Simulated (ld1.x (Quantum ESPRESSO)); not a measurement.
## silver: one change to an RRKJ potential, before and after

silver, norm-conserving RRKJ (Kleinman–Bylander form), made with ld1.x (Quantum ESPRESSO) 7.5 (LDA (PZ), scalar-relativistic). Core [Kr], reference 4d10 5s0.75 5p0 (charge +0.25). Waves: 5p (bound, empty): rc 2.55 bohr; 4d (bound): rc 1.85 bohr; 5s (bound): rc 1.80 bohr. Local part: the s channel. Core correction: none. rho0 = 0.02.

All-electron outer shells of the reference configuration (LDA (PZ), scalar-relativistic, ld1.x):

```csv
shell,level (eV),outermost node (bohr),outermost maximum (bohr)
4s,-97.02,0.44,0.82
4p,-60.61,0.44,0.87
4d,-9.60,0.43,1.04
5s,-6.36,1.11,2.46
5p,-2.12,1.25,3.40
```

Change: wave 5s (bound): rc 1.80 bohr becomes 5s (bound): rc 2.04 bohr.

Cutoffs: the cutoffs (Ry, on a coarse ladder) from which the occupation-weighted sum of valence levels, in a spherical-Bessel basis at the reference potential, stays within 10 and 1 mRy of its value at 400 Ry; they do not see the model core or the augmentation charge, which bear on the density cutoff. Errors are all-electron minus pseudo energies relative to the spin-unpolarised reference configuration.

Q: What does the change do?

A: The potential gets neither clearly harder nor softer (50 Ry and 70 Ry → 50 Ry and 70 Ry); the d channel sets the loose cutoff, while the largest relative change is in s, which becomes softer; of the 9 tests that both files solve, the error grows in 3 and shrinks in 0 by more than 15 % and 0.3 meV (median size 67.3 → 90.3 meV); neither file shows a bound ghost. More of the atom is replaced by a form fitted at one configuration, so other configurations suffer.

```csv
quantity,base,changed
"cutoff, loose",50 Ry,50 Ry
"cutoff, tight",70 Ry,70 Ry
loose cutoff by channel (10 mRy a level),"d 40 Ry, s 18 Ry","d 40 Ry, s 6 Ry"
bound ghosts,none,none
"error for 4d10 5s1 5p0, meV [ΔE -1.38 eV]",+0.4,+0.2
"error for 4d10 5s0 5p0, meV [ΔE 6.72 eV]",+1.0,-1.3
"error for 4d9 5s0 5p0, meV [ΔE 29.10 eV]",-84,-90
"error for 4d9 5s2 5p0, meV [ΔE 2.58 eV]",-71,-107
"error for 4d8 5s0 5p0, meV [ΔE 65.54 eV]",-447,-476
"error for 4d9 5s1 5p0, meV [ΔE 12.00 eV]",-67,-94
"error for 4d7 5s0 5p0, meV [ΔE 117.46 eV]",-1134,-1197
"error for 4d10 5s0.75 5p0 (spin-polarised), meV [ΔE -0.09 eV]",+1.6,+1.8
"error for 4d10 5s1 5p0 (spin-polarised), meV [ΔE -1.53 eV]",+3.0,+3.0
s: phases at 2.73 bohr within 0.05 rad from the reference energy up to (Ry; the scan ends near 5),1.5,2.4
p: phases at 2.73 bohr within 0.05 rad from the reference energy up to (Ry; the scan ends near 5),4.3,3.7
d: phases at 2.73 bohr within 0.05 rad from the reference energy up to (Ry; the scan ends near 5),0.8,0.7
```
